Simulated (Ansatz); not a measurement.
Reaction (formal exchange of groups at a C–Si bond): `CC(C)(C)C[Si](C)(F)F` + `CCC` → `CC(C)CC(C)(C)C` + `C[SiH](F)F`

Gas-phase electronic energies from Ansatz, PBE0-D4/def2-TZVP geometries. CCSD(T)/CBS is the MP2 limit (def2-TZVPP, def2-QZVPP) plus CCSD(T) − MP2 in def2-TZVPP, frozen cores. Functionals use def2-TZVPP. B3LYP here is the variant with VWN-RPA as its local correlation; programs differ in this. HSE06 is defined as in plane-wave codes. One conformer a species, not always the lowest.

| level | ΔE (kJ/mol) | difference from CCSD(T)/CBS |
| --- | --- | --- |
| LDA (SPW92) | 47.4 | 0.1 |
| PBE-D4 | 56.1 | 8.8 |
| BLYP-D4 | 57.0 | 9.7 |
| r2SCAN-D4 | 56.7 | 9.4 |
| PBE0-D4 | 55.5 | 8.2 |
| B3LYP-D4 | 56.9 | 9.6 |
| r2SCANh-D4 | 56.4 | 9.1 |
| r2SCAN0-D4 | 55.7 | 8.4 |
| HSE06-D4 | 55.8 | 8.5 |
| CAM-B3LYP-D4 | 54.5 | 7.2 |
| ωB97X-V | 51.2 | 3.9 |
| ωB97M-V | 52.9 | 5.6 |
| B2PLYP | 53.1 | 5.8 |
| PBE-QIDH | 50.6 | 3.3 |
| PBE | 57.3 | 10.0 |
| revPBE | 61.5 | 14.2 |
| BLYP | 59.5 | 12.2 |
| r2SCAN | 57.5 | 10.2 |
| PBE0 | 56.5 | 9.2 |
| B3LYP | 58.2 | 10.9 |
| r2SCAN0 | 56.4 | 9.1 |
| HSE06 | 56.6 | 9.3 |
| BHLYP | 56.1 | 8.8 |
| CAM-B3LYP | 55.3 | 8.0 |
| LC-ωPBE | 56.5 | 9.2 |
| RPA@PBE/def2-TZVPP | 43.2 | -4.1 |
| HF/def2-SVP | 59.8 | 12.5 |
| MP2/def2-SVP | 44.5 | -2.8 |
| CCSD/def2-SVP | 46.8 | -0.5 |
| CCSD(T)/def2-SVP | 45.0 | -2.3 |
| HF/def2-TZVPP | 55.7 | 8.4 |
| MP2/def2-TZVPP | 43.8 | -3.5 |
| CCSD/def2-TZVPP | 47.6 | 0.3 |
| CCSD(T)/def2-TZVPP | 46.1 | -1.2 |
| HF/def2-QZVPP | 54.8 | 7.5 |
| MP2/def2-QZVPP | 44.1 | -3.2 |
| SCS-MP2/def2-QZVPP | 44.8 | -2.5 |
| HF/CBS(def2) | 54.6 | 7.3 |
| MP2/CBS(def2) | 44.9 | -2.4 |
| CCSD/CBS(def2) | 48.7 | 1.4 |
| CCSD(T)/CBS | 47.3 | 0 |

Largest T1 diagnostic among the species: 0.011.

In def2-TZVPP, CCSD(T) changes the Hartree–Fock value by −9.5 kJ/mol (the triples alone add −1.4 kJ/mol) and MP2 by −11.9 kJ/mol. Leaving LDA and LC-ωPBE aside and taking each functional with its dispersion term where it has one, the values spread over 6.4 kJ/mol, from PBE-QIDH to BLYP-D4. LDA lies −9.9 kJ/mol from PBE without D4. From BLYP to BHLYP (50 % exact exchange), in def2-TZVPP and without D4, ΔE moves by −3.5 kJ/mol.
